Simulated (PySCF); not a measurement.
## Structure from NMR data

The spectra below were simulated for a compound C9H7F.

1H NMR (400 MHz, computed): δ 6.32 (m, 1H), 6.11 (m, 1H), 5.42 (m, 1H), 5.23 (m, 1H), 2.24 (s, 3H).

13C{1H} NMR (computed): δ 172.5, 133.5, 129.3, 102.1, 90.1, 88.1, 74.3, 71.6, 5.9.

[PySCF: geometry from GFN2-xTB; σ from GIAO-PBE0/pcSseg-1; relativity neglected; averaged over atoms made equivalent by symmetry, fast rotation or ring inversion; no solvent; single conformer]

Referencing at the same level of theory: 1H and 13C against TMS.

Q: Deduce the structure.

A: 
1. The formula gives 6 degrees of unsaturation (no ring in the answer).
2. 9 carbon signals for 9 carbons: no two carbons are equivalent.
3. Carbon types of the structure: 6 × C, 2 × CH2, 1 × CH3, which accounts for all hydrogens.
4. δC 172.5, 129.3: fully substituted alkene carbon.
5. δC 133.5, 102.1: terminal =CH2 carbon; an sp2 carbon of a C=C bond.
6. δC 90.1, 88.1, 74.3, 71.6: alkyne carbon; the triple bond shields along its axis, which puts it between sp3 and sp2 carbons.
7. δC 5.9: propargylic methyl carbon; a saturated carbon with 1 carbon neighbour and no heteroatom attached.
8. δH 6.32, 6.11, 5.42, 5.23: hydrogen on a terminal =CH2 carbon; a vinylic proton, deshielded by the sp2 carbon and the C=C anisotropy.
9. δH 2.24: hydrogen on a propargylic methyl carbon.

The compound is `C=C(F)C(=C)C#CC#CC`.

This is the structure that produced the data.

Splittings by 19F in the carbon and heteronuclear signals aren't shown, as no couplings were computed. Shifts are as computed. Against solution values, carbons near 30 ppm lie about +3 ppm off and those near 130 ppm about +5 ppm. Of 1309 compounds with measured shifts, 239 miss one by over three times the rms of a fit or turn the order of signals round; such compounds aren't used in these exercises. No couplings were computed; multiplicities are counted from neighbouring protons, with m where these are inequivalent, close in shift, in a saturated or five-membered ring or joined by F or P, and br s for small geminal =CH2 splittings.
